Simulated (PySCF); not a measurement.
**Ionisation energy of Eu³⁴⁺ by level of theory**

Eu³⁴⁺ [Ar] 3d10 4s1 (2S) → Eu³⁵⁺ [Ar] 3d10 (1S), as a difference of total energies. All numbers are calculated (PySCF 2.14, the spin-free X2C one-electron Hamiltonian (Gaussian nucleus), in an even-tempered Gaussian basis (19 s from 3 bohr⁻², ratio 2.5; 13 p from 3.9 bohr⁻², ratio 2.5; 8 d from 6.9 bohr⁻², ratio 2.5; 4 f from 18 bohr⁻², ratio 2.7; 4 g from 28 bohr⁻², ratio 2.7)). Correlated levels: outer shells: [Ne] frozen; virtual orbitals above 40 to 60 times the deepest correlated orbital energy dropped. The calculations carry no spin-orbit coupling.

| method | ionisation energy (eV) |
| --- | --- |
| UHF | 1451.9 |
| MP2 (outer shells) | 1453.3 |
| SCS-MP2 (outer shells) | 1453.1 |
| CCSD (outer shells) | 1453.3 |
| CCSD(T) (outer shells) | 1453.3 |

Breit and QED terms and the two-electron picture change are absent.

For comparison: 1456.06 ± 0.25 eV (semi-empirical (NIST evaluation); NIST Atomic Spectra Database, ionization energies).
